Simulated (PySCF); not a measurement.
SMILES CSc1sc(cc1)C, GFN2-xTB optimised geometry.

```
16

C     -2.46    -2.03     0.06
S     -0.81    -2.79    -0.01
C      0.21    -1.36     0.00
C      1.57    -1.36     0.00
C      2.11    -0.06     0.00
C      1.18     0.93     0.00
C      1.37     2.40     0.00
S     -0.43     0.26     0.00
H     -2.56    -1.44     0.96
H     -3.17    -2.85     0.07
H     -2.61    -1.41    -0.82
H      2.16    -2.26     0.00
H      3.17     0.14     0.00
H      0.92     2.85    -0.88
H      2.43     2.63     0.01
H      0.91     2.85     0.88
```

Density from PBE/def2-TZVP (PySCF) at that geometry.

Minimum of the electron density along straight lines between bonded atoms, close to the bond critical point (lines longer than 1.1 times the sum of covalent radii, or with two minima, are not listed):

```json
[
 {"bond": "C1–S2", "length / Å": "1.815", "ρ at the minimum / e bohr⁻³": "0.178", "∇²ρ there / e bohr⁻⁵": "-0.28", "position (fraction from the first atom)": "0.47"},
 {"bond": "S2–C3", "length / Å": "1.751", "ρ at the minimum / e bohr⁻³": "0.201", "∇²ρ there / e bohr⁻⁵": "-0.38", "position (fraction from the first atom)": "0.51"},
 {"bond": "C3–C4", "length / Å": "1.362", "ρ at the minimum / e bohr⁻³": "0.327", "∇²ρ there / e bohr⁻⁵": "-0.92", "position (fraction from the first atom)": "0.52"},
 {"bond": "C4–C5", "length / Å": "1.413", "ρ at the minimum / e bohr⁻³": "0.299", "∇²ρ there / e bohr⁻⁵": "-0.82", "position (fraction from the first atom)": "0.50"},
 {"bond": "C5–C6", "length / Å": "1.357", "ρ at the minimum / e bohr⁻³": "0.331", "∇²ρ there / e bohr⁻⁵": "-0.94", "position (fraction from the first atom)": "0.49"},
 {"bond": "C6–C7", "length / Å": "1.487", "ρ at the minimum / e bohr⁻³": "0.259", "∇²ρ there / e bohr⁻⁵": "-0.65", "position (fraction from the first atom)": "0.52"},
 {"bond": "C3–S8", "length / Å": "1.739", "ρ at the minimum / e bohr⁻³": "0.205", "∇²ρ there / e bohr⁻⁵": "-0.38", "position (fraction from the first atom)": "0.48"},
 {"bond": "C6–S8", "length / Å": "1.740", "ρ at the minimum / e bohr⁻³": "0.206", "∇²ρ there / e bohr⁻⁵": "-0.38", "position (fraction from the first atom)": "0.47"},
 {"bond": "C1–H9", "length / Å": "1.086", "ρ at the minimum / e bohr⁻³": "0.281", "∇²ρ there / e bohr⁻⁵": "-0.96", "position (fraction from the first atom)": "0.65"},
 {"bond": "C1–H10", "length / Å": "1.085", "ρ at the minimum / e bohr⁻³": "0.280", "∇²ρ there / e bohr⁻⁵": "-0.95", "position (fraction from the first atom)": "0.65"},
 {"bond": "C1–H11", "length / Å": "1.086", "ρ at the minimum / e bohr⁻³": "0.280", "∇²ρ there / e bohr⁻⁵": "-0.96", "position (fraction from the first atom)": "0.65"},
 {"bond": "C4–H12", "length / Å": "1.074", "ρ at the minimum / e bohr⁻³": "0.286", "∇²ρ there / e bohr⁻⁵": "-1.00", "position (fraction from the first atom)": "0.64"},
 {"bond": "C5–H13", "length / Å": "1.076", "ρ at the minimum / e bohr⁻³": "0.285", "∇²ρ there / e bohr⁻⁵": "-1.00", "position (fraction from the first atom)": "0.64"},
 {"bond": "C7–H14", "length / Å": "1.090", "ρ at the minimum / e bohr⁻³": "0.276", "∇²ρ there / e bohr⁻⁵": "-0.92", "position (fraction from the first atom)": "0.64"},
 {"bond": "C7–H15", "length / Å": "1.087", "ρ at the minimum / e bohr⁻³": "0.277", "∇²ρ there / e bohr⁻⁵": "-0.93", "position (fraction from the first atom)": "0.64"},
 {"bond": "C7–H16", "length / Å": "1.090", "ρ at the minimum / e bohr⁻³": "0.276", "∇²ρ there / e bohr⁻⁵": "-0.92", "position (fraction from the first atom)": "0.64"}
]
```
